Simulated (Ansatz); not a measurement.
Harmonic frequencies (cm⁻¹) at PBE0-D4/def2-TZVP from Ansatz: 72, 150, 304, 305, 331, 340, 375, 396, 398, 424, 576, 590, 591, 600, 1892, 1895, 1908, 1911.

**Question.** Which molecule is it?
A. `[F+]1[InH2-][F+][InH2-]1`
B. `[AlH2-]1[Br+][AlH2-][Br+]1`
C. `[Cl][Al@H-]1[F+][Al@@H-]([Cl])[F+]1`
D. `[F][In@-]1([Cl])[Cl+][In@-]([F])([Cl])[Cl+]1`

**Answer.** A.
